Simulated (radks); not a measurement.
Trend from Li to Ne: ionisation energy by Delta-SCF between NIST ground configurations, and size. Method: scalar-relativistic Kohn-Sham, PBE, spin-polarised, spherical densities, finite nucleus; open shells are filled with parallel spins first; Fermi nuclear charge, rms radius of each element as measured or else 0.836 A^(1/3) + 0.57 fm; computed with a radial shooting solver on a logarithmic mesh with Libxc functionals.

species  configuration  configuration of the ion  IE (eV)  NIST (eV)  kind  -e(HOMO) (eV)  outermost  <r> outermost (bohr)  r at 0.001 e/bohr^3 (bohr)
Li            [He] 2s1                      [He]    5.591      5.392  exp.     3.228 (2s)         2s                  3.79                        4.16
Be            [He] 2s2                  [He] 2s1    8.998      9.323  exp.     5.610 (2s)         2s                  2.60                        4.12
B         [He] 2s2 2p1                  [He] 2s2    8.486      8.298  exp.     4.019 (2p)         2p                  2.25                        3.89
C         [He] 2s2 2p2              [He] 2s2 2p1   11.672     11.260  exp.     6.095 (2p)         2p                  1.75                        3.64
N         [He] 2s2 2p3              [He] 2s2 2p2   14.904     14.534  exp.     8.299 (2p)         2p                  1.43                        3.42
O         [He] 2s2 2p4              [He] 2s2 2p3   13.671     13.618  exp.     7.186 (2p)         2p                  1.33                        3.28
F         [He] 2s2 2p5              [He] 2s2 2p4   17.834     17.423  exp.    10.225 (2p)         2p                  1.13                        3.12
Ne                [Ne]              [He] 2s2 2p5   21.969     21.565  exp.    13.334 (2p)         2p                 0.982                        2.98

Reference values: NIST Atomic Spectra Database (exp. = measured, semi-emp. = semi-empirical, theory = theoretical value adopted there). Open shells are spherical and high-spin; term and fine-structure splittings are not resolved.
